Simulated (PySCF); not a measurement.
# Relaxation of triplet HfFCl

All numbers come from UPBE0/[Hf def2-TZVP with ECP60, F def2-TZVP, Cl def2-TZVP], scalar-relativistic core potentials, density fitting, no spin–orbit coupling, PySCF. A (50,194) grid was used.

A start displaced from a saddle point along its imaginary mode, of Cs symmetry, held to at least that symmetry:

Coordinates in bohr (charge 0 multiplicity 3):
```
Hf   -0.0099    0.0896   -0.3768
F     0.0520   -0.4696   -4.0047
Cl    0.0228   -0.2061    4.1147
```

What does it relax to?

It ends at Cs with Hf–Cl 2.364 Å, Hf–F 1.908 Å; Cl–Hf–F 147.1° (after a last refinement on a finer grid). A frequency run shows a minimum. Other isomers or separated fragments may lie lower.

How much energy is released, and in how many steps?

3.4 kJ/mol in 9 steps.

Other spin states or occupations of the open shell can lie lower. Spin–orbit coupling, left out here, can matter for elements this heavy.
